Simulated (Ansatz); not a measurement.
`[CH3][SnH]([NH2])[F]` and `[CH3][SnH]([OH])[F]` differ in one atom or group.

Ansatz, PBE0-D4/def2-TZVP geometries, multiplicity 1. Each molecule was computed in one conformer, which needn't be the lowest.

Elements past krypton have def2 core potentials.

```json
{"property": "size of the dipole moment (PBE/def2-TZVPP) / D", "`[CH3][SnH]([NH2])[F]`": "3.79"}
{"property": "size of the dipole moment (ωB97M-V/def2-TZVPP) / D", "`[CH3][SnH]([NH2])[F]`": "3.97"}
{"property": "HOMO energy (B3LYP/def2-TZVPP) / eV", "`[CH3][SnH]([NH2])[F]`": "-7.20"}
{"property": "HOMO–LUMO gap (PBE0/def2-TZVPP) / eV", "`[CH3][SnH]([NH2])[F]`": "7.41"}
{"property": "size of the dipole moment (B3LYP/def2-TZVPP) / D", "`[CH3][SnH]([NH2])[F]`": "3.95"}
{"property": "LUMO energy (ωB97M-V/def2-TZVPP) / eV", "`[CH3][SnH]([NH2])[F]`": "1.52"}
```

Give the same properties after the change, and the shifts. (Estimate.)

The calculation gave: 
```csv
property,`[CH3][SnH]([OH])[F]`,shift
size of the dipole moment (PBE/def2-TZVPP) / D,2.82,-0.97
size of the dipole moment (ωB97M-V/def2-TZVPP) / D,2.94,-1.03
HOMO energy (B3LYP/def2-TZVPP) / eV,-8.26,-1.06
HOMO–LUMO gap (PBE0/def2-TZVPP) / eV,8.09,0.68
size of the dipole moment (B3LYP/def2-TZVPP) / D,2.96,-0.99
LUMO energy (ωB97M-V/def2-TZVPP) / eV,1.30,-0.22
```

With PBE0 the HOMO falls by 1.05 eV and the LUMO falls by 0.37 eV, so the gap widens by about 0.68 eV. PBE moves the HOMO by -0.94 eV and ωB97M-V by -0.95 eV. The zero-point energy changes by -31.3 kJ/mol with -3 modes. Dipoles are sizes alone; their direction can turn.

B3LYP here is the variant with VWN-RPA as its local correlation; programs differ in this.
